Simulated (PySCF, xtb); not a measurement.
C₃H₉FOSi, SMILES CCOC[SiH2]F. The values are those of a single conformer.

Harmonic wavenumbers (cm⁻¹) from GFN2-xTB run with xtb at its own minimum, in rising order: 41, 73, 98, 166, 200, 242, 280, 459, 496, 579, 705, 726, 762, 794, 821, 843, 906, 1056, 1107, 1124, 1151, 1229, 1256, 1287, 1349, 1400, 1451, 1474, 1494, 1500, 2304, 2350, 2819, 2832, 2859, 2953, 3047, 3051, 3054.

**Question.** What does PySCF 2.14.0 with PBE0-D3(BJ)/def2-SVP give at its own minimum? (An estimate is asked for; the answer gives what the named calculation found.)

**Answer.** 56, 59, 103, 161, 252, 272, 291, 472, 493, 731, 732, 822, 849, 860, 893, 929, 964, 1059, 1134, 1173, 1189, 1280, 1288, 1296, 1375, 1427, 1447, 1452, 1476, 1509, 2256, 2268, 2987, 3027, 3034, 3067, 3108, 3168, 3170. Paired by order, the mean absolute difference is 56 cm⁻¹ and the zero-point energies are 72.0 and 74.5 kcal/mol.
